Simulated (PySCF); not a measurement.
# From computed data to an observable: oscillator strength and radiative lifetime

pyridine-4-carbonitrile (C6H4N2), SMILES N#Cc1ccncc1.

Coordinates come from a TPSSh-D3(BJ)/def2-SVP optimisation.

TDDFT-PBE/def2-SVPD (PySCF 2.14.0) puts the first singlet state with f over 0.02 at 4.81 eV (vertical), with the transition dipole (0.000, -0.525, 0.000) in atomic units.

### Question
Find the oscillator strength, the wavelength and the radiative lifetime that this transition would have in vacuum if emission retraced absorption.

### Answer

|μ|² = 0.2756 au, so |μ| = 1.33 D. ΔE = 4.81/27.211 = 0.1768 hartree. f = (2/3) ΔE |μ|² = 0.032 (the program prints 0.032).
λ = 1239.84/4.81 = 258 nm; ν = 38795 cm⁻¹.
Einstein's coefficient A = 0.6670 ν² f s⁻¹ (ν in cm⁻¹) = 3.3e7 s⁻¹, so τ = 1/A = 31 ns. This state is S3; the lower singlets have f = 0.001, 0.000. The figure is the radiative limit of this one transition; relaxation, internal conversion, crossing to triplets and a medium change what is measured.
